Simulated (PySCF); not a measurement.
## 2-Ethoxy-2-oxo-1,3,2-dioxaphospholane: calculation and literature

Geometry:
```csv
atom,x (Å),y (Å),z (Å)
C1,2.352,-0.972,-0.026
C2,2.076,0.486,-0.347
O3,0.687,0.714,-0.546
P4,-0.251,0.690,0.757
O5,0.400,1.073,1.994
O6,-0.976,-0.762,0.735
C7,-2.161,-0.741,-0.026
C8,-2.351,0.707,-0.537
O9,-1.527,1.527,0.261
H10,2.007,-1.611,-0.836
H11,1.819,-1.240,0.884
H12,3.418,-1.125,0.121
H13,2.556,0.792,-1.281
H14,2.425,1.121,0.472
H15,-2.987,-1.046,0.624
H16,-2.073,-1.446,-0.857
H17,-3.379,1.054,-0.426
H18,-2.043,0.787,-1.584
```

The experiment to reproduce: δ $^{31}$P P4 17.2 ppm (measured; solution, CDCl3; supporting information or article, doi 10.1039/d2sc02891c).
δ $^{31}$P P4 16.8 ppm (measured; solution, DMSO-d6; supporting information or article, doi 10.1039/c3py00563a).

Calculated, not measured (PySCF 2.14): NMR shieldings at PBE0/pcSseg-1/GIAO, GFN2-xTB structure. Equivalent nuclei averaged, relativity neglected, no solvent model, single conformer.

Q: Set the calculated values beside the experiment.

A: 
Reference values: measured (solution, CDCl3; supporting information or article, doi 10.1039/d2sc02891c).
| atoms | quantity | reference | computed | computed, scaled |
| --- | --- | --- | --- | --- |
| P4 | δ $^{31}$P vs 85 % H3PO4 | 17.2 | 17.9 | 21.2 |

Reference values: measured (solution, DMSO-d6; supporting information or article, doi 10.1039/c3py00563a).
```csv
atoms,quantity,reference,computed,"computed, scaled"
P4,δ $^{31}$P vs 85 % H3PO4,16.8,17.9,21.2
```

Computed shifts are σ(ref) − σ with the named reference compound (TMS for H and C) calculated as an isolated molecule at the same level. The measured values may be among those fitted. Shieldings were converted by a linear fit to measured shifts: $^{31}$P: δ = 270.09 − 0.828σ (rms 18.1 ppm, 64 shifts vs H3PO4, solution or neat liquid). A few per cent of atoms miss by over 2 rms, more outside the fitted compound classes.

Q: How far are the unscaled $^{31}$P shifts from the references?

A: Mean signed difference +0.90 ppm, mean absolute 0.90 ppm over 2 comparisons; the largest is +1.1 ppm at P4 (phosphorus bonded to 4 O, in a 5-membered ring).
